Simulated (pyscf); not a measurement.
Single points on ωB97X-D3(BJ)/def2-SVP structures (PySCF, gas phase).

**Question.** For SbH₃ (SMILES [SbH3]) + H₃C–Zn–CH₃ (SMILES [CH3][Zn][CH3]) -> H₃C–SbH₂ (SMILES [CH3][SbH2]) + H₃C–ZnH (SMILES [CH3][ZnH]), a four-centre exchange (singlet surface; H–Sb, C–Zn broken, C–Sb, H–Zn formed), PBE/def2-TZVP gives ΔE‡ = 139.3 kJ/mol and ΔE = +15.8 kJ/mol (zero: the separated reactants). In which direction and how far do B3LYP-D3(BJ)/def2-TZVP, M06-2X/def2-TZVP, ωB97M-D3(BJ)/def2-TZVP move these?

**Answer.** B3LYP-D3(BJ): ΔE‡ = 146.3 kJ/mol, ΔE = +11.2 kJ/mol; M06-2X: ΔE‡ = 134.9 kJ/mol, ΔE = +10.9 kJ/mol; ωB97M-D3(BJ): ΔE‡ = 152.9 kJ/mol, ΔE = +12.6 kJ/mol. PBE's barrier lies among them. Its reaction energy lies over all of them, by 3.3 to 5.0 kJ/mol. On the reactant side the descent ends in a complex (not fully relaxed), 17.0 kJ/mol under the separated species and 141.5 kJ/mol under the saddle at ωB97X-D3(BJ)/def2-TZVP. On the product side the descent ends in a complex (not fully relaxed), 21.2 kJ/mol under the separated species and 137.7 kJ/mol under the saddle at ωB97X-D3(BJ)/def2-TZVP. At the saddle there is also a short Sb–Zn contact that neither side keeps. At ωB97X-D3(BJ)/def2-TZVP the barrier from the zero used here is 124.5 kJ/mol. This is the saddle that the search found; another between the same sides may lie lower. Elements up to Kr have no core potential and no relativistic terms here. Elements past Kr carry the def2 core potentials, without spin-orbit coupling.
